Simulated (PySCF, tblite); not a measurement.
Isomers of C5H14OSSi. Level: GFN2-xTB in tblite, geometry and Hessian alike; calculated harmonic values, unscaled, isolated species. The method is semi-empirical: single wavenumbers can be off by several per cent or more. Modes of hydrogen on silicon and sulfur can be 10 to 20 % off. One conformer each.

Electronic energies: PBE0/pcSseg-1 single points on the GFN2-xTB geometries (PySCF, gas phase).

```csv
SMILES,"electronic energy, lowest = 0 (kcal/mol)"
CCCC[Si@H](S)OC,0.0
CC[C@](C)(CS)O[SiH3],31.9
CO[Si@H](S)CC(C)C,3.2
COC[SiH2]SC(C)C,42.7
CS[SiH2]OC(C)(C)C,8.7
```

How do GFN2-xTB zero-point energies change the relative energies?

```
              SMILES  ZPE (kcal/mol)  of it from modes above 1550 cm⁻¹  electronic (kcal/mol)  with ZPE, lowest = 0 (kcal/mol)  lowest mode (cm⁻¹)  rings
     CCCC[Si@H](S)OC           113.1                              58.1                    0.0                              0.0                  23      0
   CO[Si@H](S)CC(C)C           113.0                              58.2                    3.2                              3.1                  29      0
   CS[SiH2]OC(C)(C)C           112.9                              58.6                    8.7                              8.4                  32      0
CC[C@](C)(CS)O[SiH3]           110.1                              56.4                   31.9                             28.9                  36      0
     COC[SiH2]SC(C)C           112.4                              57.6                   42.7                             42.0                  35      0
```

The zero-point energies span 3.0 kcal/mol, from `CC[C@](C)(CS)O[SiH3]` to `CCCC[Si@H](S)OC`. The order is unchanged.

And how do the electronic energies of GFN2-xTB itself compare?

`CCCC[Si@H](S)OC` 13.3; `CO[Si@H](S)CC(C)C` 11.3; `CS[SiH2]OC(C)(C)C` 0.0; `CC[C@](C)(CS)O[SiH3]` 15.1; `COC[SiH2]SC(C)C` 48.5 kcal/mol, lowest = 0. Against the energies above, taken from the same isomer `CCCC[Si@H](S)OC`, the largest difference is 30.1 kcal/mol.

What do entropy and thermal enthalpy add at 298.15 K and 1 bar (rigid rotor, harmonic oscillator, one conformer each)?

```json
{"SMILES": "CO[Si@H](S)CC(C)C", "point group": "C1", "symmetry number": "1", "S (cal/(mol K))": "114.1", "H − H(0) (kcal/mol)": "8.69", "ZPE + H − H(0) − TS (kcal/mol)": "87.6"}
{"SMILES": "CS[SiH2]OC(C)(C)C", "point group": "C1", "symmetry number": "1", "S (cal/(mol K))": "111.7", "H − H(0) (kcal/mol)": "8.48", "ZPE + H − H(0) − TS (kcal/mol)": "88.1"}
{"SMILES": "CC[C@](C)(CS)O[SiH3]", "point group": "C1", "symmetry number": "1", "S (cal/(mol K))": "107.8", "H − H(0) (kcal/mol)": "8.17", "ZPE + H − H(0) − TS (kcal/mol)": "86.1"}
{"SMILES": "COC[SiH2]SC(C)C", "point group": "C1", "symmetry number": "1", "S (cal/(mol K))": "112.8", "H − H(0) (kcal/mol)": "8.49", "ZPE + H − H(0) − TS (kcal/mol)": "87.3"}
```

Not tabulated: `CCCC[Si@H](S)OC` (lowest mode only 23 cm⁻¹).
